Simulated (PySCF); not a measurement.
# Heteronuclear NMR

Geometry:
| atom | x (Å) | y (Å) | z (Å) |
| --- | --- | --- | --- |
| C1 | -2.452 | 0.643 | -0.541 |
| C2 | -1.606 | -0.225 | 0.004 |
| Si3 | -0.275 | -1.208 | -0.915 |
| C4 | 1.399 | -0.328 | -0.752 |
| Si5 | 2.183 | -0.458 | 0.990 |
| Si6 | 1.336 | 1.472 | -1.370 |
| C7 | -1.561 | -0.442 | 1.451 |
| O8 | -0.629 | -0.985 | 2.002 |
| O9 | -2.634 | -0.020 | 2.137 |
| H10 | -3.147 | 1.219 | 0.051 |
| H11 | -2.467 | 0.810 | -1.605 |
| H12 | -0.255 | -2.580 | -0.401 |
| H13 | -0.718 | -1.243 | -2.319 |
| H14 | 2.074 | -0.865 | -1.425 |
| H15 | 1.611 | 0.532 | 1.899 |
| H16 | 3.612 | -0.134 | 0.836 |
| H17 | 2.083 | -1.819 | 1.506 |
| H18 | 0.488 | 2.290 | -0.497 |
| H19 | 2.683 | 2.048 | -1.400 |
| H20 | 0.783 | 1.525 | -2.729 |
| H21 | -2.518 | -0.217 | 3.080 |

[PySCF: NMR shieldings at PBE0/pcSseg-1/GIAO; structure optimised with GFN2-xTB; one computed conformer; equivalent nuclei averaged; no solvent; non-relativistic]

Question: What are the 29Si shifts?

Answer: 
| atoms | environment | σ (ppm) | δ (ppm) |
| --- | --- | --- | --- |
| Si3 | silicon bonded to 2 C, 2 H | 384.0 | -35.6 |
| Si5/Si6 | silicon bonded to C, 3 H | 416.6 | -62.5 |

Shieldings were converted by a linear fit to measured shifts: 29Si (scatter 8.9 ppm rms, 25.8 ppm with the 6 outliers that the fit left out vs TMS, solution or neat liquid). A few per cent of atoms miss by over 2 rms, more outside the fitted compound classes.

On a 400 MHz spectrometer 29Si resonates near 79.5 MHz, so 1 ppm is 79.5 Hz.

Question: Predict the 17O NMR data.

Answer: 
| atoms | environment | σ (ppm) | δ (ppm) |
| --- | --- | --- | --- |
| O8 | carbonyl oxygen | -110.1 | 367.0 |
| O9 | acid hydroxyl oxygen | 135.3 | 143.4 |

Shieldings were converted by a linear fit to measured shifts: 17O: δ = 266.70 − 0.911σ (rms 10.7 ppm, 155 shifts, 12.2 ppm with the 3 outliers that the fit left out vs liquid water, solution or neat liquid). Occasional misses reach two or three times the rms, and more in compound classes unlike the fitted ones.

On a 300 MHz spectrometer 17O resonates near 40.7 MHz, so 1 ppm is 40.7 Hz.

In solution the two oxygens of a carboxylic acid exchange roles by proton transfer and give one 17O line. Hydrogen bonding in solution shields acid and N–H amide carbonyl oxygens by tens of ppm.
